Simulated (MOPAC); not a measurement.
Input file for MOPAC: PM7 on C2H6BCl (SMILES CB(C)Cl), a point of a torsion scan.

```
PM7 1SCF PRECISE CHARGE=0 THREADS=1
C2H6BCl

C     -1.39709509 1    -0.33163474 1     0.13510614 1
B     -0.20505619 1     0.70019476 1     0.23536922 1
C      0.15778089 1     1.67207997 1    -0.95657612 1
Cl     0.72093044 1     0.77369841 1     1.67463320 1
H     -1.75593111 1    -0.67937865 1     1.10055651 1
H     -1.06593670 1    -1.21381210 1    -0.41408330 1
H     -2.24178857 1     0.06975518 1    -0.42047206 1
H     -0.32425260 1     2.63722553 1    -0.79588957 1
H      1.22381358 1     1.87484588 1    -1.03107091 1
H     -0.18995177 1     1.30713027 1    -1.91967314 1
```

The log:

```
*******************************************************************************
 **                                                                           **
 **                              MOPAC v23.2.5                                **
 **                                                                           **
 *******************************************************************************
 ** MOPAC's Digital Object Identifier: https://doi.org/10.5281/zenodo.6511958 **
 **                                                                           **
 ** Please cite the open-source release paper for use of this MOPAC version:  **
 ** J. E. Moussa and J. J. P. Stewart (2026)                                  **
 ** MOPAC: An open-source semiempirical molecular orbital program             **
 ** J. Open Source Softw., 11(119), 8025, https://doi.org/10.21105/joss.08025 **
 *******************************************************************************

                              PM7 CALCULATION RESULTS

 *******************************************************************************
 *  PM7        - The PM7 Hamiltonian to be used
 *
 *
 *
 *                 CHARGE ON SYSTEM = 0
 *
 *
 *
 *  PRECISE    - TIGHTER CRITERIA TO BE USED
 *  1SCF       - DO 1 SCF AND THEN STOP
 *  THREADS=1  - MULTI-THREADING NOT USED
 *  T=         - A TIME OF 172800.0 SECONDS REQUESTED
 *  DUMP=N     - RESTART FILE WRITTEN EVERY 7200.0 SECONDS REQUESTED
 *******************************************************************************
PM7 1SCF PRECISE CHARGE=0 THREADS=1
 C2H6BCl

   ATOM   CHEMICAL          X               Y               Z
  NUMBER   SYMBOL      (ANGSTROMS)     (ANGSTROMS)     (ANGSTROMS)

     1       C         -1.39709509  *  -0.33163474  *   0.13510614  *
     2       B         -0.20505619  *   0.70019476  *   0.23536922  *
     3       C          0.15778089  *   1.67207997  *  -0.95657612  *
     4      Cl          0.72093044  *   0.77369841  *   1.67463320  *
     5       H         -1.75593111  *  -0.67937865  *   1.10055651  *
     6       H         -1.06593670  *  -1.21381210  *  -0.41408330  *
     7       H         -2.24178857  *   0.06975518  *  -0.42047206  *
     8       H         -0.32425260  *   2.63722553  *  -0.79588957  *
     9       H          1.22381358  *   1.87484588  *  -1.03107091  *
    10       H         -0.18995177  *   1.30713027  *  -1.91967314  *



          CARTESIAN COORDINATES

    NO.       ATOM           X           Y           Z

     1         C         -1.3971     -0.3316      0.1351
     2         B         -0.2051      0.7002      0.2354
     3         C          0.1578      1.6721     -0.9566
     4        Cl          0.7209      0.7737      1.6746
     5         H         -1.7559     -0.6794      1.1006
     6         H         -1.0659     -1.2138     -0.4141
     7         H         -2.2418      0.0698     -0.4205
     8         H         -0.3243      2.6372     -0.7959
     9         H          1.2238      1.8748     -1.0311
    10         H         -0.1900      1.3071     -1.9197

 General Reference for PM7:
 "Optimization of Parameters for Semiempirical Methods VI: More Modifications to the
 NDDO Approximations and Re-optimization of Parameters", J. J. P. Stewart, J. Mol. Mod., 1:32, 19 (2013)
 https://link.springer.com/article/10.1007/s00894-012-1667-x

           Empirical Formula: C2 H6 B Cl  =    10 atoms



      MOLECULAR POINT GROUP   :   C1


      RHF CALCULATION, NO. OF DOUBLY OCCUPIED LEVELS = 12


 -------------------------------------------------------------------------------
 PM7 1SCF PRECISE CHARGE=0 THREADS=1
 C2H6BCl



     1SCF WAS SPECIFIED, SO BFGS WAS NOT USED
     SCF FIELD WAS ACHIEVED


                              PM7 CALCULATION
                                                       MOPAC v23.2.5 Linux




          FINAL HEAT OF FORMATION =        -51.41646 KCAL/MOL =    -215.12646 KJ/MOL


          COSMO AREA              =        115.73 SQUARE ANGSTROMS
          COSMO VOLUME            =        101.77 CUBIC ANGSTROMS

          IONIZATION POTENTIAL    =         10.535938 EV
          HOMO LUMO ENERGIES (EV) =        -10.536 -0.763
          NO. OF FILLED LEVELS    =         12
          MOLECULAR WEIGHT        =         76.3324         POINT GROUP:  C1

          MOLECULAR DIMENSIONS (Angstroms)

            Atom       Atom       Distance
            H     9    H     5     4.46618
            H    10   Cl     4     3.46946
            H     6    H     8     2.66285


          SCF CALCULATIONS        =          1





   ATOM   CHEMICAL          X               Y               Z
  NUMBER   SYMBOL      (ANGSTROMS)     (ANGSTROMS)     (ANGSTROMS)

     1       C         -1.39709509  *  -0.33163474  *   0.13510614  *
     2       B         -0.20505619  *   0.70019476  *   0.23536922  *
     3       C          0.15778089  *   1.67207997  *  -0.95657612  *
     4      Cl          0.72093044  *   0.77369841  *   1.67463320  *
     5       H         -1.75593111  *  -0.67937865  *   1.10055651  *
     6       H         -1.06593670  *  -1.21381210  *  -0.41408330  *
     7       H         -2.24178857  *   0.06975518  *  -0.42047206  *
     8       H         -0.32425260  *   2.63722553  *  -0.79588957  *
     9       H          1.22381358  *   1.87484588  *  -1.03107091  *
    10       H         -0.18995177  *   1.30713027  *  -1.91967314  *

                             CARTESIAN COORDINATES

   1    C       -1.397095090    -0.331634740     0.135106140
   2    B       -0.205056190     0.700194760     0.235369220
   3    C        0.157780890     1.672079970    -0.956576120
   4   Cl        0.720930440     0.773698410     1.674633200
   5    H       -1.755931110    -0.679378650     1.100556510
   6    H       -1.065936700    -1.213812100    -0.414083300
   7    H       -2.241788570     0.069755180    -0.420472060
   8    H       -0.324252600     2.637225530    -0.795889570
   9    H        1.223813580     1.874845880    -1.031070910
  10    H       -0.189951770     1.307130270    -1.919673140


           Empirical Formula: C2 H6 B Cl  =    10 atoms



      MOLECULAR POINT GROUP   :   C1


                  EIGENVALUES
 -25.82434 -24.61676 -24.23232 -15.17336 -14.37656 -14.37318 -13.95535 -13.45140
 -12.27641 -11.95458 -11.41575 -10.53594  -0.76257   0.92587   2.39155   4.55339
   5.62157   5.66727   5.79907   5.81169   6.99361   7.04605  70.27759  70.31370
  70.48740  70.50737  70.55656


              NET ATOMIC CHARGES AND DIPOLE CONTRIBUTIONS

  ATOM NO.   TYPE          CHARGE      No. of ELECS.   s-Pop       p-Pop       d-Pop
    1          C          -0.555853        4.5559     1.05294     3.50292
    2          B           0.304878        2.6951     0.74097     1.95415
    3          C          -0.556722        4.5567     1.05297     3.50375
    4         Cl          -0.160179        7.1602     1.98586     5.17104     0.00327
    5          H           0.157969        0.8420     0.84203
    6          H           0.166773        0.8332     0.83323
    7          H           0.159294        0.8407     0.84071
    8          H           0.167106        0.8329     0.83289
    9          H           0.160216        0.8398     0.83978
   10          H           0.156518        0.8435     0.84348
 DIPOLE           X         Y         Z       TOTAL
 POINT-CHG.    -0.909    -0.048    -1.440     1.704
 HYBRID        -0.076     0.006    -0.135     0.155
 SUM           -0.985    -0.042    -1.576     1.859


          ATOMIC ORBITAL ELECTRON POPULATIONS

     Atom    s        px        py        pz      x^2-y^2     xz        z^2       yz        xy
    1  C   1.05294   1.15888   1.16232   1.18171
    2  B   0.74097   0.62522   0.59701   0.73191
    3  C   1.05297   1.17534   1.16421   1.16420
    4 Cl   1.98586   1.74603   1.92631   1.49870   0.00025   0.00102   0.00100   0.00060   0.00041
    5  H   0.84203
    6  H   0.83323
    7  H   0.84071
    8  H   0.83289
    9  H   0.83978
   10  H   0.84348

 **********************
 *                    *
 * JOB ENDED NORMALLY *
 *                    *
 **********************




 == MOPAC DONE ==
```

The run finished.

Cost: very roughly 0.07 core-seconds.
